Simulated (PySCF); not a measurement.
Frontier levels across methods

Species: C₃H₈BNS.
SMILES with atom numbers: `[CH2:1]=[CH:2][S:3][CH2:4][BH:5][NH2:6]` (hydrogens: H7, H8 on C1; H9 on C2; H10, H11 on C4; H12 on B5; H13, H14 on N6)

Structure used (PBE0-D3(BJ)/def2-SVP), in Å, numbered top down from 1:
```
atom  x, y, z in Å
C1     3.0331    1.0921    0.1055
C2     2.0065    0.2396    0.1856
S3     0.3227    0.7109    0.2637
C4    -0.5175   -0.8885    0.3086
B5    -2.0893   -0.7676    0.1788
N6    -2.7315    0.4358   -0.0752
H7     2.8909    2.1759    0.0770
H8     4.0572    0.7145    0.0676
H9     2.1796   -0.8424    0.2139
H10   -0.1627   -1.5251   -0.5214
H11   -0.2747   -1.4221    1.2437
H12   -2.7606   -1.7706    0.2930
H13   -2.2332    1.3099   -0.2016
H14   -3.7350    0.5161   -0.1686
```

Basis pcSseg-1 throughout (PySCF), one geometry. Isolated species at its PBE0-D3(BJ)/def2-SVP geometry (one conformer only).

**Question.** How do the orbital energies, the gap and the dipole change with the method?

**Answer.** 
```tsv
method	kind	HOMO (eV)	LUMO (eV)	gap (eV)	μ (D)	SCF cycles
BLYP	GGA	-4.77	-0.62	4.14	1.35	16
B97-D	GGA	-4.91	-0.67	4.24	1.30	15
OPBE	GGA	-4.94	-0.66	4.28	1.30	15
PBE	GGA	-4.95	-0.78	4.16	1.33	14
KT3	GGA	-4.99	-0.72	4.27	1.31	14
KT2	GGA	-4.99	-0.78	4.21	1.32	15
BP86	GGA	-5.05	-0.87	4.18	1.33	14
LDA	LDA	-5.08	-1.01	4.07	1.34	15
B3LYP	global hybrid	-5.80	-0.03	5.77	1.24	14
B97-2	global hybrid	-5.80	0.13	5.93	1.19	14
PBE0	global hybrid	-6.03	0.16	6.20	1.19	14
mPW1PW91	global hybrid	-6.06	0.15	6.21	1.19	14
BHandHLYP	global hybrid	-6.96	1.25	8.21	1.11	12
CAM-B3LYP	range-separated hybrid	-7.27	1.31	8.58	1.14	12
wB97X-D	range-separated hybrid	-7.85	1.95	9.80	1.13	13
HF	Hartree–Fock	-8.39	3.87	12.26	0.99	11
LC-wPBE	range-separated hybrid	-8.63	2.42	11.05	1.04	13
```

The HOMO spans 3.86 eV, from BLYP down to LC-wPBE, and the gap runs from 4.07 eV (LDA) to 12.26 eV (HF). Over the methods BLYP (0 %), B97-D (0 %), OPBE (0 %), PBE (0 %), KT3 (0 %), KT2 (0 %), BP86 (0 %), LDA (0 %), B3LYP (20 %), B97-2 (21 %), PBE0 (25 %), mPW1PW91 (25 %), BHandHLYP (50 %), HF (100 %), a straight line through the gap against the share of exact exchange rises by 0.81 eV for each 10 % (correlation coefficient 1.000). The dipole ranges from 0.99 D (HF) to 1.35 D (BLYP). This basis has no diffuse functions.
